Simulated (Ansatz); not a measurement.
Basis-set extrapolation for C$_{2}$H$_{7}$NSSi (`C[SiH]1NCS1`) (PBE0-D4/def2-TZVP geometry, frozen core, Ansatz 0.2.0). Multiplicity 1, RHF reference.

```json
{"": "HF", "def2-TZVPP": "-820.842130", "def2-QZVPP": "-820.868860"}
{"": "MP2 correlation", "def2-TZVPP": "-0.846257", "def2-QZVPP": "-0.908097"}
{"": "CCSD(T) correlation", "def2-TZVPP": "-0.935892", "def2-QZVPP": "not run"}
```

Energies in hartree. Use E(X) = E(∞) + A·exp(−7.88·√X) for Hartree–Fock and E(X) = E(∞) + B·X^(−2.97) for correlation, with X = 3 and 4, and add CCSD(T) minus MP2 of the smaller set to the MP2 limit.

Problem. What is the CCSD(T) energy at the basis-set limit?

Solution. HF limit: -820.868860 + (-0.026730) × 0.13774 = -820.87254. MP2 limit: -0.908097 + (-0.061840) × 0.74074 = -0.95390. Higher-order term: -0.935892 − (-0.846257) = -0.08963. Total: -821.91607 hartree, 3.76 eV below CCSD(T)/def2-TZVPP.
